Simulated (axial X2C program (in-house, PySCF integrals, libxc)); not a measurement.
## Nuclear properties of SbTe⁺

Calculated with an in-house all-electron X2C program for linear molecules (integrals from PySCF): two-component X2C with atomic mean-field Coulomb and Gaunt terms, Gaussian nuclei, basis Te dyall-cv3z, Sb dyall-cv3z with contracted cores.

R = 2.459 Å (near the PBE0 minimum at charge 1 of the determinant lowest at the starting distance; the state shown can have its own minimum elsewhere).

Determinant lowest in the PBE0 search, Ω = 0 (closed shell), highest spinor 59% Te p, 35% Sb p, 3% Sb d:

| level | qzz Te (a.u.) | qzz Sb (a.u.) |
| --- | --- | --- |
| PBE0 | -1.51 | -5.88 |
| HF | -1.09 | -7.71 |
| B3LYP | -1.55 | -5.66 |
| TPSSh | -1.49 | -5.56 |
| BP86 | -1.64 | -5.24 |

qzz is the electric field gradient, eQq0 = 234.96 MHz × Q/barn × qzz. The operators were transformed with the bare-nucleus X2C matrices; with these basis sets, hyperfine constants and field gradients can be off by tens of per cent, and where levels differ in sign neither size nor sign is settled.

(1) With Q(121Sb) = -0.543 barn (Q from Pyykkö, Mol. Phys. 2018), turn the PBE0 values of the first state into constants in MHz.

Each state is one determinant with collinear spin. The search compared states at one distance, so a state with another bond length can lie lower. Further determinants of the search, some of them spin-mixed, are not shown.

Answers

(1) eQq0(121Sb) = 234.96 × (-0.543) × (-5.88) = 750 MHz.
